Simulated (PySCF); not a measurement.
PySCF job for KI, SMILES [K][I], IEF-PCM-M06-2X/def2-TZVPD. Coordinates come from a PBE0-D3(BJ)/def2-TZVPD optimisation. The def2 effective core potentials stand for the cores of I; spin–orbit coupling is left out.

```python
import numpy as np
from pyscf import gto, scf, dft
from pyscf.solvent import pcm

mol = gto.M(
    atom='''
    K     0.00000000    0.00000000   -2.26222170
    I     0.00000000    0.00000000    0.81098514
    ''',
    basis='def2-TZVPD',
    ecp={'I': 'def2-tzvp'},
    charge=0,
    spin=0,
    max_memory=1600,
    verbose=3,
)
mf = dft.RKS(mol, xc='m06-2x').density_fit(auxbasis='def2-universal-jkfit')
mf.grids.level = 4
mf.conv_tol = 1e-9
mf.max_cycle = 100
mf.kernel()
res = {}
for name, eps in {'water': 78.355, 'methanol': 32.613, 'ethanol': 24.852}.items():
    s = mf.PCM()
    s.with_solvent.method, s.with_solvent.eps, s.with_solvent.lebedev_order = 'IEF-PCM', eps, 29
    s.kernel(mf.make_rdm1())
    res[name] = (s.e_tot, eps, s.dip_moment(), s.mo_energy, s.converged)
    print(f'{name}: electrostatic solvation free energy {(s.e_tot - mf.e_tot) * 627.509474:.3f} kcal/mol')
```

Program output:

```
converged SCF energy = -897.635160721717

WARN: PCM is an experimental feature. It is still in testing.
Features and APIs may be changed in the future.

converged SCF energy = -897.663644443403
Dipole moment(X, Y, Z, Debye):  0.00000,  0.00000, -13.11755
water: electrostatic solvation free energy -17.874 kcal/mol

WARN: PCM is an experimental feature. It is still in testing.
Features and APIs may be changed in the future.

converged SCF energy = -897.662875754429
Dipole moment(X, Y, Z, Debye):  0.00000, -0.00000, -13.07101
methanol: electrostatic solvation free energy -17.391 kcal/mol

WARN: PCM is an experimental feature. It is still in testing.
Features and APIs may be changed in the future.

converged SCF energy = -897.662470071348
Dipole moment(X, Y, Z, Debye): -0.00000, -0.00000, -13.04639
ethanol: electrostatic solvation free energy -17.137 kcal/mol
```

The run converged.

Cost: around 30 core-seconds (rough).
